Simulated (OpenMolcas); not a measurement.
**Mn5+, Tc5+, Re5+: d2 down the group**

- Program: OpenMolcas 26.06
- Method: SS-CASPT2, IPEA 0.25 Eh, imaginary shift 0.1 Eh
- Basis: ANO-RCC-VTZP
- Scalar Hamiltonian: DKH2, point nucleus
- Spin-orbit coupling: state interaction with AMFI integrals over the reference wave functions, term energies averaged over their components

Active space for each ion: 2 electrons in 5 orbitals (d); closed shells correlated by CASPT2: Mn5+ 3s 3p; Tc5+ 4s 4p; Re5+ 5s 5p.

Computed levels in cm-1 above 3F2:

```tsv
Level	Mn5+	Tc5+	Re5+
3F3	758	2090	8310
3F4	1710	4400	14940
1D2	15360	11730	16870
3P0	18560	13180	15000
3P1	18840	14070	19950
3P2	19440	16120	28380
1G4	26100	19320	27570
1S0	60960	43370	51620
weight of 3F in the lowest level (%)	100	98	88
```

Mixed levels, with the weight of the term that names them: Re5+ 1D2 (54 %), Re5+ 3P2 (63 %).

Measured, with the error of the calculation in %. Measured levels: Mn5+ from Corliss and Sugar, J. Phys. Chem. Ref. Data 6, 1253 (1977).

| Level | Mn5+ |
| --- | --- |
| 3F3 | 746 (+1.6) |
| 3F4 | 1669 (+2.5) |
| 1D2 | 15336 (+0.2) |
| 3P0 | 17782 (+4.4) |
| 3P1 | 18057 (+4.3) |
| 3P2 | 18628 (+4.4) |
| 1G4 | 25511 (+2.3) |

The fine-structure level 3F4 changes by a factor of 8.74 from Mn5+ to Re5+.

Without spin-orbit coupling 1D lies 14450, 9590, 8680 cm-1 above 3F in that order; the difference to the level 1D2, of either sign, comes from spin-orbit coupling, which also lowers the zero.

CASPT2 breaks the degeneracy within a term, and the mean is taken; among the terms shown or strongly mixed into the levels shown the widest spread is 680 cm-1 (3d2 3F, Mn5+). Terms from blocks run as CI alone lack orbitals of their own. Measured partners are found by configuration, term and J. A level has none where our copy of the source lacks it or the pairing is in doubt (some pairs that miss far off the trend of their configuration count as doubtful), and it then counts in no deviation. Levels of configurations outside the active space are missing.
